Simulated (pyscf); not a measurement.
PySCF, gas phase, ωB97X-D3(BJ)/def2-SVP geometries.

Task: H₃C–C⁺(CH₃)–CH=O (SMILES C[C+](C)C=O) → H₃C–C(CH₃)=C=OH⁺ (SMILES CC(C)=C=[OH+])
Surface: singlet. Broken: C–H. Formed: H–O. Give ΔE‡ and ΔE from r²SCAN/def2-TZVP, relative to the reactant's lowest minimum found.

Result: ΔE‡ = 48.8 kcal/mol, ΔE = -1.3 kcal/mol. ωB97M-D3(BJ)/def2-TZVP gives 57.3 kcal/mol and -1.2 kcal/mol. Zero-point energy shifts the barrier by -2.0 kcal/mol. It is a hydrogen shift, with an imaginary mode of 2010i cm⁻¹. H₃C–C⁺(CH₃)–CH=O lies 35.4 kcal/mol over its isomer H₃C–CH(CH₃)–C⁺=O (electronic energy, ωB97M-D3(BJ)/def2-TZVP). H₃C–C(CH₃)=C=OH⁺ lies 34.1 kcal/mol over its isomer H₃C–CH(CH₃)–C⁺=O (electronic energy, ωB97M-D3(BJ)/def2-TZVP). This is the saddle that the search found; another between the same sides may lie lower.
